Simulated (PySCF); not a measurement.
A barrier at the coupled-cluster level

Start structure (AlH$_{3}$SOF$_{2}$, singlet), relaxed at PBE0-D4/def2-TZVP:

Al1  (-0.051, 0.628, -0.410)
O2  (1.450, 0.685, -1.199)
F3  (-1.445, 0.404, -1.274)
F4  (-0.188, 1.474, 1.006)
H5  (1.178, -1.265, 1.386)
S6  (0.124, -1.618, 0.630)
H7  (1.537, 0.600, -2.146)
H8  (-0.753, -1.375, 1.621)
(Å)

The step: AlHOF₂ ([OH][Al]([F])[F]) + H₂S → AlHSF₂ ([F][Al]([F])[SH]) + H₂O (still joined by a long Al–O bond); bonds formed: O2–H5; dative contacts that become bonds: Al1–S6; bonds broken: H5–S6; bonds weakened to dative contacts: Al1–O2. Program: PySCF 2.14 with density fitting (its default auxiliary sets; JK sets also for MP2 and CCSD(T)). Basis: def2-TZVPP and def2-QZVPP. Cores are frozen in the correlated methods. Extrapolation: Hartree–Fock as exp(−7.88 √X), correlation as X^−2.97. Energies below are by CCSD(T) at an estimated basis limit (MP2 extrapolated from triple and quadruple zeta, plus CCSD(T) − MP2 in triple zeta).

What are the electronic barrier and the energy of the step, from the start structure to the end structure? (Judge from chemistry; the value comes from the calculation.)

Computed: Barrier 47.1 kJ/mol; step energy -23.8 kJ/mol (downhill); reverse barrier, their difference, 71.0 kJ/mol. Barrier and step energy count from the start structure, the reverse barrier from the end structure.

The saddle point: One imaginary mode of 874i cm⁻¹.
```csv
pair,start (Å),saddle (Å),end (Å)
Al1–S6,2.48,2.37,2.20
O2–H5,3.25,1.36,0.97
Al1–O2,1.70,1.79,1.96
H5–S6,1.34,1.56,2.94
```

Zero-point energy (harmonic, PBE0-D4): ZPE is 97.3 kJ/mol at the start and 92.3 kJ/mol at the saddle, so the barrier goes from 47.1 to 42.1 kJ/mol.

The T1 diagnostic stays at or below 0.013.

Labels in which every atom is bracketed show which atoms are joined, not bond orders.

For scale, one of the runs: CCSD(T)/def2-TZVPP, 219 basis functions, launched by `OMP_NUM_THREADS=4 python run.py`. Hardware: 4 CPU threads of an AMD EPYC, shared host. Wall time 20 min; peak host memory 4 GiB.
